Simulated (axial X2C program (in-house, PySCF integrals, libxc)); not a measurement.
**Excited states of ScS⁻ by EOM-EE-CCSD**

Calculated with an axial X2C code built on PySCF integrals: two-component X2C with atomic mean-field Coulomb and Gaunt terms, Gaussian nuclei, basis Sc dyall-acv3z, S dyall-av3z with contracted cores.

R = 2.177 Å (near the PBE0 minimum at charge -1 of the determinant lowest at the starting distance; the state shown can have its own minimum elsewhere).

Hartree–Fock spinors of ScS⁻ (one of each Kramers pair; a window near the gap, which can cut inner shells):

```csv
ω,occupied,ε (eV),character
1/2,yes,-18.01,"68% S s, 11% Sc d, 11% Sc p"
1/2,yes,-5.48,"74% S p, 12% Sc d, 6% Sc s"
1/2,yes,-4.45,"70% S p, 16% Sc d, 7% Sc p"
3/2,yes,-4.40,"69% S p, 16% Sc d, 7% Sc p"
1/2,yes,-1.65,"61% Sc s, 19% Sc p, 8% S p"
3/2,no,1.93,100% Sc p
1/2,no,1.93,100% Sc p
1/2,no,1.95,98% Sc p
1/2,no,2.40,98% Sc s
3/2,no,3.60,"86% Sc d, 10% Sc p, 3% S p"
1/2,no,3.60,"86% Sc d, 11% Sc p, 3% S p"
```

Vertical excitation energies from the closed-shell determinant state of ScS⁻:

| Ω | excitation (eV) | cm⁻¹ | hole of the leading pair | particle of the leading pair | weight of the pair (for Ω = 0 its time-reversed partner can hold as much again) | singles weight |
| --- | --- | --- | --- | --- | --- | --- |
| 0⁻ | 1.281 | 10331 | 60% Sc sσ, 19% Sc pσ, 8% S pσ | 60% Sc pπ, 35% Sc dπ | 0.49 | 0.97 |
| 1 | 1.281 | 10333 | 60% Sc sσ, 19% Sc pσ, 8% S pσ | 60% Sc pπ, 36% Sc dπ | 0.49 | 0.97 |
| 0⁺ | 1.281 | 10334 | 60% Sc sσ, 19% Sc pσ, 8% S pσ | 60% Sc pπ, 35% Sc dπ | 0.49 | 0.97 |
| 2 | 1.281 | 10335 | 60% Sc sσ, 19% Sc pσ, 8% S pσ | 60% Sc pπ, 36% Sc dπ | 0.97 | 0.97 |
| 1 | 1.481 | 11944 | 59% Sc sσ, 19% Sc pσ, 8% Sc dσ | 52% Sc dσ, 36% Sc pσ | 0.97 | 0.97 |
| 0⁻ | 1.481 | 11946 | 59% Sc sσ, 19% Sc pσ, 8% Sc dσ | 52% Sc dσ, 36% Sc pσ | 0.48 | 0.97 |
| 1 | 2.136 | 17227 | 59% Sc sσ, 19% Sc pσ, 9% Sc dσ | 90% Sc pπ, 9% Sc dπ | 0.47 | 0.94 |
| 0⁺ | 2.136 | 17230 | 59% Sc sσ, 19% Sc pσ, 8% Sc dσ | 69% Sc pσ, 25% Sc sσ | 0.47 | 0.94 |
| 0⁻ | 2.160 | 17421 | 60% Sc sσ, 19% Sc pσ, 8% Sc dσ | 49% Sc sσ, 45% Sc pσ | 0.48 | 0.96 |
| 1 | 2.160 | 17421 | 60% Sc sσ, 19% Sc pσ, 8% Sc dσ | 49% Sc sσ, 45% Sc pσ | 0.95 | 0.95 |

This point took 2.2 min on 1 thread of Arm Neoverse N1, on a shared host.

Reference electrons by ω block (each with its −ω partner): 1/2: 15, 3/2: 4. 18 electrons of ScS⁻ correlated (inner shells frozen), 84 natural virtual spinors (a truncated set); levels can be off by some tenths of an eV. Roots sought by Ω: (0: 5, 1: 4, 2: 3, 3: 1); the list ends where they run out and leaves out roots under 60 % singles weight. The solver can skip a root, and states that need a further excitation, which the method places far too high, are missing though they may lie low or lowest. T1 of the reference 0.022 (Lee–Taylor). The highest Hartree–Fock level of the anion lies at -1.65 eV; relaxation, partly offset by correlation, puts the detachment threshold some tenths of an eV to over one eV lower in magnitude, and states above it are held by the basis set and are not bound. Number of frozen shells: Sc 2 s, 1 p; S 2 s, 1 p.
